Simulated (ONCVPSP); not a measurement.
## Reading a pseudo-wave (Rh)

Columns: radius, all-electron u(r) and pseudo u(r) of the 4s shell (level -82.49 eV) of rhodium in the configuration [Ar] 3d10 4s2 4p6 4d8 5s1; PBE, scalar-relativistic, ONCV scheme, ONCVPSP 4.0.1.

```tsv
r (bohr)	all-electron	pseudo
0.085	0.4045	0.0545
0.170	-0.0425	0.1258
0.255	-0.5871	0.2255
0.340	-0.5835	0.3571
0.425	-0.2195	0.5145
0.510	0.2416	0.6836
0.595	0.6463	0.8456
0.680	0.9363	0.9821
0.765	1.1064	1.0782
0.850	1.1752	1.1266
0.935	1.1679	1.1264
1.020	1.1096	1.0835
1.105	1.0210	1.0082
1.190	0.9176	0.9127
1.275	0.8100	0.8085
1.360	0.7053	0.7047
1.445	0.6075	0.6070
1.530	0.5187	0.5183
1.615	0.4399	0.4396
1.700	0.3709	0.3706
1.785	0.3113	0.3110
1.870	0.2603	0.2600
1.955	0.2169	0.2167
2.040	0.1802	0.1801
2.125	0.1494	0.1493
2.210	0.1236	0.1235
```

(1) How many radial nodes do the two functions have?

(2) At about which radius was the pseudo-wave matched?

(3) Where does each function peak?

(4) Is the pseudo-wave norm-conserving?

Results:

(1) The all-electron 4s function has n − l − 1 = 3 (the table is too coarse to show those close to the nucleus); the pseudo-wave has 0, since the states of the same l below it are removed with the core.

(2) 1.45 bohr, where the columns begin to agree (steps of 0.09 bohr).

(3) Outermost all-electron maximum near 0.85 bohr, pseudo maximum near 0.85 bohr (to the table’s step).

(4) Yes: the ONCV scheme keeps the norm inside the radius equal to the all-electron one, which fixes the energy derivative of the logarithmic derivative at the level.
